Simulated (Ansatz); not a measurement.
Geometry optimisation, RKS PBE/def2-SVP in Ansatz 0.2.0.

input.yaml

```yaml
crystal:
  periodic: [false, false, false]
  atoms:
    - { symbol: Ga, position_ang: [0.033129, -0.206881, 0.151677] }
    - { symbol: "N", position_ang: [0.034396, -0.255686, 2.042543] }
    - { symbol: H, position_ang: [-0.82444, -0.225584, 2.593866] }
    - { symbol: H, position_ang: [0.85831, -0.076595, 2.617927] }
    - { symbol: H, position_ang: [1.440051, -0.096038, -0.539752] }
    - { symbol: H, position_ang: [-1.38815, -0.319466, -0.516504] }
    - { symbol: H, position_ang: [-0.326045, 2.45139, 0.860819] }
    - { symbol: H, position_ang: [-0.244552, 1.86736, 1.284723] }
basis:
  gaussian: { orbitals: def2-SVP }
hamiltonian:
  xc: pbe
relax:
  f_tol: 0.03
  max_steps: 50
```

Run as:

```bash
$ ansatz run input.yaml --threads 1 --pin off --max-ram 2048MiB --backend cpu --events-out ev --progress --plain --runs-dir out
```

**Question.** Where does it end, and by what steps?

**Answer.** It converged. The force dipped under the threshold on the way, but the program's further checks kept it going. After 17 steps the energy has fallen by 0.238 eV; H7 moved furthest, 1.34 Å.

| step | energy less start (eV) | largest force component (eV/Å) | accepted |
| --- | --- | --- | --- |
| 0 | 0.0000 | 1.736 | yes |
| 1 | -0.1449 | 0.522 | yes |
| 2 | -0.1849 | 0.286 | yes |
| 3 | -0.1959 | 0.271 | yes |
| 4 | -0.2037 | 0.090 | yes |
| 5 | -0.2080 | 0.027 | yes |
| 6 | -0.2145 | 0.183 | yes |
| 7 | -0.2151 | 0.344 | yes |
| 8 | -0.2083 | 0.486 | no |
| 9 | -0.2252 | 0.247 | yes |
| 10 | -0.2307 | 0.058 | yes |
| 11 | -0.2329 | 0.305 | yes |
| 12 | -0.2351 | 0.162 | yes |
| 13 | -0.2364 | 0.016 | yes |
| 14 | -0.2373 | 0.036 | yes |
| 15 | -0.2375 | 0.051 | yes |
| 16 | -0.2375 | 0.062 | no |
| 17 | -0.2377 | 0.011 | yes |

```xyz
8
Properties=species:S:1:pos:R:3
Ga 0.092 -0.839 0.029
N -0.001 -0.037 1.672
H -0.861 0.060 2.217
H 0.815 0.255 2.214
H 1.529 -0.966 -0.594
H -1.275 -1.297 -0.595
H -0.403 3.358 1.846
H -0.313 2.605 1.706
```

Whether the end is a true minimum wasn't checked by a vibrational analysis.

Time of the run: 27 s on 1 thread of Arm Neoverse V2 (shared host), peak memory 0.12 GiB.
